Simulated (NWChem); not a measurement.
Everything below was run with NWChem. System: CH4F2OSi2, charge 0, spin multiplicity 1, at a geometry optimised with PBE0/def2-SVP. The structure started from a generated list of species. Level: MP2/def2-SVP, 14 core orbitals frozen.

The NWChem input:

```
start mol
memory heap 200 mb stack 800 mb global 1000 mb
geometry units angstroms nocenter noautoz noautosym
  O      2.493126     0.535045    -1.345958
  C      2.230106     0.581353    -0.171490
  Si     0.946202    -0.658447     0.587656
  Si    -1.160943    -0.060327    -0.243290
  F     -2.283274    -1.035076     0.397014
  F     -1.489275     1.440270     0.269798
  H      2.708333     1.355231     0.490452
  H      0.939128    -0.589151     2.080241
  H      1.297834    -2.032055     0.122954
  H     -1.311621    -0.086427    -1.719473
end
basis spherical
  * library def2-svp
end
scf
  rhf
  nopen 0
  maxiter 100
  thresh 1e-7
  semidirect memsize 60000000 filesize 0
end
mp2
  freeze core 14
end
task mp2 energy
```

Part of the output:

```
             Northwest Computational Chemistry Package (NWChem) 7.3.0
             --------------------------------------------------------

                                NWChem Input Module
                                -------------------

 Scaling coordinates for geometry "geometry" by  1.889725989
 (inverse scale =  0.529177249)

                             Geometry "geometry" -> ""
                             -------------------------

 Output coordinates in angstroms (scale by  1.889725989 to convert to a.u.)

  No.       Tag          Charge          X              Y              Z
 ---- ---------------- ---------- -------------- -------------- --------------
    1 O                    8.0000     2.49312600     0.53504500    -1.34595800
    2 C                    6.0000     2.23010600     0.58135300    -0.17149000
    3 Si                  14.0000     0.94620200    -0.65844700     0.58765600
    4 Si                  14.0000    -1.16094300    -0.06032700    -0.24329000
    5 F                    9.0000    -2.28327400    -1.03507600     0.39701400
    6 F                    9.0000    -1.48927500     1.44027000     0.26979800
    7 H                    1.0000     2.70833300     1.35523100     0.49045200
    8 H                    1.0000     0.93912800    -0.58915100     2.08024100
    9 H                    1.0000     1.29783400    -2.03205500     0.12295400
   10 H                    1.0000    -1.31162100    -0.08642700    -1.71947300

 Effective nuclear repulsion energy (a.u.)     356.6873712717

            Nuclear Dipole moment (a.u.)
            ----------------------------
        X                 Y               Z
 ---------------- ---------------- ----------------
     0.0000056692    -0.0000264562     0.0000037795


 Summary of "ao basis" -> "" (spherical)
 ------------------------------------------------------------------------------
       Tag                 Description            Shells   Functions and Types
 ---------------- ------------------------------  ------  ---------------------
 *                          def2-svp                  on all atoms

 Summary of "ao basis" -> "ao basis" (spherical)
 ------------------------------------------------------------------------------
       Tag                 Description            Shells   Functions and Types
 ---------------- ------------------------------  ------  ---------------------
 O                          def2-svp                 6       14   3s2p1d
 C                          def2-svp                 6       14   3s2p1d
 Si                         def2-svp                 8       18   4s3p1d
 F                          def2-svp                 6       14   3s2p1d
 H                          def2-svp                 3        5   2s1p

                                 NWChem SCF Module
                                 -----------------

  ao basis        = "ao basis"
  functions       =   112
  atoms           =    10
  closed shells   =    32
  open shells     =     0
  charge          =   0.00
  wavefunction    = RHF
  use symmetry    = F
  symmetry adapt  = F

 Summary of "ao basis" -> "ao basis" (spherical)
 ------------------------------------------------------------------------------
       Tag                 Description            Shells   Functions and Types
 ---------------- ------------------------------  ------  ---------------------
 O                          def2-svp                 6       14   3s2p1d
 C                          def2-svp                 6       14   3s2p1d
 Si                         def2-svp                 8       18   4s3p1d
 F                          def2-svp                 6       14   3s2p1d
 H                          def2-svp                 3        5   2s1p

 Forming initial guess at       0.0s

      Superposition of Atomic Density Guess
      -------------------------------------

 Sum of atomic energies:        -890.37519184

      Non-variational initial energy
      ------------------------------

 Total energy =    -891.952106
 1-e energy   =   -1945.243400
 2-e energy   =     696.603922
 HOMO         =      -0.271540
 LUMO         =      -0.057243

 Starting SCF solution at       1.8s

 ----------------------------------------------
         Quadratically convergent ROHF

 Convergence threshold     :          1.000E-07
 Maximum no. of iterations :          100
 Final Fock-matrix accuracy:          1.000E-09
 ----------------------------------------------

              iter       energy          gnorm     gmax       time
             ----- ------------------- --------- --------- --------
                 1     -891.3004000242  1.57D+00  3.62D-01      1.9
                 2     -891.4384006858  4.29D-01  9.39D-02      2.3
                 3     -891.4586477714  1.70D-02  5.62D-03      2.8
                 4     -891.4587097008  1.35D-04  3.55D-05      3.6
                 5     -891.4587097044  1.85D-08  3.33D-09      5.0

       Final RHF  results
       ------------------

         Total SCF energy =   -891.458709704427
      One-electron energy =  -1947.338779535306
      Two-electron energy =    699.192698559216
 Nuclear repulsion energy =    356.687371271663

        Time for solution =      3.3s

             Final eigenvalues
             -----------------

              1
    1  -68.8600
    2  -68.7800
    3  -26.2949
    4  -26.2947
    5  -20.5844
    6  -11.3472
    7   -6.2210
    8   -6.1561
    9   -4.3331
   10   -4.3317
   11   -4.3304
   12   -4.2658
   13   -4.2656
   14   -4.2655
   15   -1.5818
   16   -1.5636
   17   -1.4028
   18   -0.8585
   19   -0.8028
   20   -0.7411
   21   -0.7174
   22   -0.6999
   23   -0.6917
   24   -0.6712
   25   -0.6666
   26   -0.6486
   27   -0.6093
   28   -0.5775
   29   -0.5518
   30   -0.5120
   31   -0.4443
   32   -0.4057
   33    0.0743
   34    0.1060
   35    0.1266
   36    0.1889
   37    0.1953
   38    0.2101
   39    0.2212
   40    0.2488
   41    0.2697
   42    0.3169

                       ROHF Final Molecular Orbital Analysis
                       -------------------------------------

 Vector   30  Occ=2.000000D+00  E=-5.120234D-01
              MO Center=  1.1D+00, -1.0D+00,  7.6D-01, r^2= 2.7D+00
   Bfn.  Coefficient  Atom+Function         Bfn.  Coefficient  Atom+Function
  ----- ------------  ---------------      ----- ------------  ---------------
   103     -0.323817   9 H  s                98      0.298298   8 H  s
    38      0.217884   3 Si pz               37      0.176344   3 Si py
    41      0.171729   3 Si pz              104     -0.170849   9 H  s
    99      0.164024   8 H  s

 Vector   31  Occ=2.000000D+00  E=-4.442828D-01
              MO Center=  2.9D-01, -3.0D-01, -2.3D-02, r^2= 4.1D+00
   Bfn.  Coefficient  Atom+Function         Bfn.  Coefficient  Atom+Function
  ----- ------------  ---------------      ----- ------------  ---------------
     4      0.201814   1 O  px               54      0.200943   4 Si px
   108     -0.198368  10 H  s                36     -0.170966   3 Si px
   109     -0.167620  10 H  s                 7      0.166276   1 O  px
    39     -0.162289   3 Si px               37      0.159199   3 Si py
    56      0.156202   4 Si pz               98     -0.156056   8 H  s

 Vector   32  Occ=2.000000D+00  E=-4.057165D-01
              MO Center=  1.8D+00,  3.2D-01, -3.8D-01, r^2= 3.3D+00
   Bfn.  Coefficient  Atom+Function         Bfn.  Coefficient  Atom+Function
  ----- ------------  ---------------      ----- ------------  ---------------
     5      0.348423   1 O  py                8      0.297844   1 O  py
     4      0.254822   1 O  px               93     -0.252400   7 H  s
     7      0.223508   1 O  px               36      0.221154   3 Si px
    17      0.205804   2 C  s                19     -0.192288   2 C  py
    18     -0.181747   2 C  px               39      0.174559   3 Si px

 Vector   33  Occ=0.000000D+00  E= 7.431434D-02
              MO Center=  1.3D+00,  8.0D-02, -1.4D-01, r^2= 4.2D+00
   Bfn.  Coefficient  Atom+Function         Bfn.  Coefficient  Atom+Function
  ----- ------------  ---------------      ----- ------------  ---------------
   104      0.584764   9 H  s                40      0.564697   3 Si py
    58      0.367251   4 Si py               21     -0.282210   2 C  px
     7      0.276940   1 O  px               50     -0.258109   4 Si s
    39     -0.256059   3 Si px               22      0.252919   2 C  py
     8     -0.249629   1 O  py                4      0.207801   1 O  px

 Vector   34  Occ=0.000000D+00  E= 1.060474D-01
              MO Center=  3.1D-01, -4.4D-01,  2.5D-01, r^2= 4.9D+00
   Bfn.  Coefficient  Atom+Function         Bfn.  Coefficient  Atom+Function
  ----- ------------  ---------------      ----- ------------  ---------------
    39      0.927628   3 Si px               17     -0.839827   2 C  s
    41     -0.605215   3 Si pz               57      0.592282   4 Si px
    99      0.559029   8 H  s                50      0.376098   4 Si s
    94      0.362760   7 H  s               109     -0.330474  10 H  s
    21      0.253707   2 C  px               23     -0.247080   2 C  pz

 Vector   35  Occ=0.000000D+00  E= 1.266377D-01
              MO Center=  3.9D-01, -2.4D-01,  2.5D-01, r^2= 4.8D+00
   Bfn.  Coefficient  Atom+Function         Bfn.  Coefficient  Atom+Function
  ----- ------------  ---------------      ----- ------------  ---------------
    99      0.798568   8 H  s                41     -0.720909   3 Si pz
    40     -0.505371   3 Si py               58     -0.442407   4 Si py
    32     -0.424508   3 Si s               104     -0.388745   9 H  s
    59     -0.342729   4 Si pz               17      0.333927   2 C  s
    39     -0.330795   3 Si px               81      0.313043   6 F  s

 center of mass
 --------------
 x =  -0.11069652 y =   0.02640396 z =  -0.00452861

 moments of inertia (a.u.)
 ------------------
         498.512670904112         -93.823673590818         192.609041118675
         -93.823673590818        1524.628056215614          86.482997535382
         192.609041118675          86.482997535382        1647.306241884782

  Mulliken analysis of the total density
  --------------------------------------

    Atom       Charge   Shell Charges
 -----------   ------   -------------------------------------------------------
    1 O    8     8.33   1.99  1.09  0.73  2.78  1.73  0.02
    2 C    6     5.99   1.99  0.92  0.36  1.87  0.76  0.09
    3 Si  14    13.63   2.00  1.99  1.00  0.19  5.94  1.30  1.02  0.20
    4 Si  14    12.84   2.00  1.99  0.91  0.06  5.94  1.07  0.48  0.39
    5 F    9     9.47   1.99  1.11  0.83  3.34  2.19  0.01
    6 F    9     9.47   1.99  1.11  0.83  3.34  2.20  0.01
    7 H    1     0.94   0.76  0.17  0.02
    8 H    1     1.09   0.73  0.35  0.01
    9 H    1     1.08   0.73  0.34  0.01
   10 H    1     1.14   0.75  0.38  0.01

       Multipole analysis of the density wrt the origin
       ------------------------------------------------

     L   x y z        total         open         nuclear
     -   - - -        -----         ----         -------
     0   0 0 0     -0.000000      0.000000     64.000000

     1   1 0 0      0.405395      0.000000      0.000006
     1   0 1 0     -0.260358      0.000000     -0.000026
     1   0 0 1      0.553804      0.000000      0.000004

     2   2 0 0    -41.511562      0.000000    676.617213
     2   1 1 0     -0.234821      0.000000     47.378655
     2   1 0 1      6.419247      0.000000    -83.844428
     2   0 2 0    -38.086033      0.000000    160.951459
     2   0 1 1      1.068839      0.000000    -44.404076
     2   0 0 2    -38.665384      0.000000    106.939240

                   NWChem MP2 Semi-direct Energy/Gradient Module
                   ---------------------------------------------

  Basis functions       =    112
  Molecular orbitals    =    112
  Frozen core           =     14
  Frozen virtuals       =      0
  Active alpha occupied =     18
  Active beta occupied  =     18
  Active alpha virtual  =     80
  Active beta virtual   =     80
  Use MO symmetry       = F
  Use skeleton AO sym   = F

  AO/Fock/Back tols     =   1.0D-09  1.0D-09  1.0D-09

 GA uses MA = F    GA memory limited = T

 Available:
  local mem=  1.15D+08
 global mem=  1.31D+08
 local disk=  0.00D+00
  mp2_memr nvloc                    80
  nvloc new                    80
   1 passes of  18:        3145728                      62309                  27228594.
   1 passes of  18: M    114683663           G      131046912           F     111537935.

 Semi-direct pass number   1 of   1  for RHF alpha+beta  at        5.1s
  vrange nnbf                  5557
  mp2_eaftype                   103  avail_ma_in_mb                   999
 EAF : mp2_eaftype filesize         103   13614297.
  mp2_eaf for mointskh                    103
Node 0 wrote     64.0 Mb in      0.0 s     Agg I/O rate:  1834.5 Mb/s
 Done moints_semi at        9.6s
  mp2_eaftype                   103  avail_ma_in_mb                   896
 EAF : mp2_eaftype filesize         103   13614297.
  mp2_eaf for kh                   103
 Done maket at       10.0s
 Done multipass loop at       10.0s

          -------------------------------------------
          SCF energy                -891.458709704427
          Correlation energy          -0.864924764956
          Singlet pairs               -0.537868863332
          Triplet pairs               -0.327055901624
          Total MP2 energy          -892.323634469382
          -------------------------------------------

          ---------------------------------------------------
                    Spin Component Scaled (SCS) MP2
          Same spin pairs                     -0.218037267749
          Same spin scaling factor             0.333333333333
          Opposite spin pairs                 -0.646887497206
          Opposite spin scaling fact.          1.200000000000
          SCS-MP2 correlation energy          -0.848944085897
          Total SCS-MP2 energy              -892.307653790324
          ---------------------------------------------------

 -----------------------
 Performance information
 -----------------------

 Timer overhead =  2.35D-07 seconds/call

               Nr. of calls         CPU time (s)                 Wall time (s)                GFlops
             ---------------    -------------------     ------------------------------   -------------------
Name         Min   Avg   Max    Min     Avg     Max     Min     Avg     Max   Mx/calls   Min     Max     Sum
mp2: moin     1     1     1    4.5     4.5     4.5      4.5     4.5     4.5     4.5      0.0     0.0     0.0
mp2: make     1     1     1   0.46    0.46    0.46     0.46    0.46    0.46    0.46      0.0     0.0     0.0
mp2: tota     1     1     1    5.0     5.0     5.0      5.0     5.0     5.0     5.0      0.0     0.0     0.0

 The average no. of pstat calls per process was 3.00D+00
 with a timing overhead of 7.05D-07s

 Task  times  cpu:       10.0s     wall:       10.0s

 Total times  cpu:       10.1s     wall:       10.1s
```
